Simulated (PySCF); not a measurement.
# What a mistake does to a calculation on B3CH4

All numbers below are calculated, not measured. They come from PySCF 2.14.0, an open-source quantum chemistry program, on an isolated molecule that a program drew, which may never have been made. The molecule is B3CH4 (charge 0, doublet), drawn as the SMILES string `[BH]BC=B`.

Each row is a Hartree-Fock (HF) and frozen-core CCSD(T) single point in the cc-pVDZ basis, meant for a local HF minimum. Run 1 is clean. Each other run has one planted mistake out of seven kinds, and not every kind appears here: one electron removed, one electron added, multiplicity raised by two, geometry at a saddle point, minimal basis STO-3G, one bond length entered in bohr, all coordinates scaled. The reference is restricted for singlets and unrestricted otherwise, and also for a bond in bohr. Adding or removing an electron swaps singlet and doublet. Electrons count all cores. HOMO and LUMO are orbital energies over both spins, the gradient is its largest component, and the lowest frequency (negative if imaginary) is given only where the gradient is small. Bond lengths are over the 7 bonds as drawn. T1 is the CCSD diagnostic: over 0.02 (restricted) or 0.045 (unrestricted) a single reference is doubtful.

Geometry of the clean run:
```xyz
8
B3CH4, angstrom
B    -1.1061    0.2368    1.4071
B     0.4126    0.6176    1.0006
C     1.7669   -0.0481    1.3679
B     1.7882   -1.1718    2.1812
H    -2.2470    0.0361    1.6509
H     0.4254    1.5976    0.2880
H     2.6840    0.3815    0.9776
H     1.7438   -2.1215    2.8745
```

| run | electrons | basis functions | <S^2> | HOMO (eV) | LUMO (eV) | gradient (hartree/bohr) | lowest frequency (cm^-1) | mean bond (Å) | longest bond (Å) | T1 | HF (hartree) | CCSD(T) (hartree) | mistake |
|---|---|---|---|---|---|---|---|---|---|---|---|---|---|
| 1 | 25 | 76 | 0.776 | -7.67 | 1.67 | 1.8e-05 | 86 | 1.3165 | 1.618 | 0.0215 | -114.11913 | -114.52706 | no fault |
| 2 | 24 | 76 | 0.000 | -14.70 | -5.89 | 6.5e-02 | - | 1.3165 | 1.618 | 0.0244 | -113.86833 | -114.26315 | one electron removed |
| 3 | 25 | 76 | 0.845 | -7.68 | 1.44 | 4.1e-02 | - | 1.4153 | 1.739 | 0.0314 | -114.08381 | -114.50173 | all coordinates scaled |
| 4 | 25 | 76 | 2.134 | -8.43 | 1.57 | 3.0e-02 | - | 1.4928 | 2.622 | 0.0959 | -113.93928 | -114.31361 | ? |
| 5 | 25 | 24 | 0.858 | -5.87 | 5.99 | 2.3e-02 | - | 1.3165 | 1.618 | 0.0321 | -112.65745 | -112.86970 | ? |

**Which mistake was planted in run 4, and what did it cost?**

The mean bond changes by a factor of 1.134 and the longest by 1.621, so the molecule wasn't scaled as a whole. A length L in bohr read as angstrom grows by (1/0.5292 - 1) L = 0.890 L. The 7 bonds together grew by 7 x 0.1763 = 1.234 Å, which gives L = 1.387 Å. That is bond C3-B4, 1.387 Å in the clean geometry. So the mistake is: one bond length entered in bohr. Subtracting run 1 and multiplying by 627.51 kcal/mol a hartree, the energy moved by 112.9 kcal/mol in HF and 133.9 kcal/mol in CCSD(T).

**Which mistake was planted in run 5, and what did it cost?**

It has 24 basis functions where the clean run has 76, with the same electrons and geometry. So the mistake is: minimal basis STO-3G. Subtracting run 1 and multiplying by 627.51 kcal/mol a hartree, the energy moved by 917.2 kcal/mol in HF and 1040.0 kcal/mol in CCSD(T).

Cautions from the logs. Run 2: T1 is over the limit, so its CCSD(T) energy is less reliable; run 4: T1 is over the limit, so its CCSD(T) energy is less reliable.
